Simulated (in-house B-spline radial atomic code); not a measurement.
**Excitations of Zr4+ by several methods**

Full response, energies in eV; labels give the largest channel, * marks a mixed state, a dash one above the method's threshold, and an imaginary frequency an unstable closed-shell reference. Computed with a B-spline radial code for spherical atoms: linear response of the closed shell [Ar] 3d10 4s2 4p6 with each method's own kernel (bare exchange for TDHF, static screening on G0W0 levels for BSE, the adiabatic kernel for functionals); scalar-relativistic (spin-free one-electron X2C), finite nucleus, no spin-orbit coupling, no double excitations, S, P, D and F terms only; shells from n = 2 respond. Only terms of natural parity with L up to 3 were computed.

```csv
method,4p → 4d 3P,4p → 4d 3F,4p → 4d 1F,α (bohr³)
TDHF,30.13,30.68,33.57,2.975
BSE on G0W0@HF,30.75,31.46,33.93,2.925
LDA VWN5,30.67,31.23,33.12,2.989
PBE,30.31,30.63,32.90,3
PBE0,30.39,30.80,33.19,2.985
B3LYP (VWN-RPA),30.38,30.75,33.02,2.993
CAM-B3LYP,30.37,30.78,33.05,2.994
LC-wPBE,30.37,30.70,33.04,2.99
HSE06,30.36,30.76,33.15,2.991
BHandHLYP,?,?,?,?
BLYP,30.23,30.51,32.76,3.007
PBEsol,30.41,30.83,33.03,2.993
BP86,30.45,30.72,32.97,2.993
LDA exchange-only,?,?,?,?
B97-1,30.65,31.07,33.10,2.986
RPBE,30.26,30.54,32.83,3.002
OLYP,30.19,30.61,32.90,2.978
```

**Question.** What does LDA exchange-only give?

**Answer.** 4p → 4d 3P: 29.987; 4p → 4d 3F: 30.69; 4p → 4d 1F: 32.95; α: 3.021 (eV, bohr³).

**Question.** What does BHandHLYP give?

**Answer.** 4p → 4d 3P: 30.36; 4p → 4d 3F: 30.81; 4p → 4d 1F: 33.28; α: 2.982 (eV, bohr³).
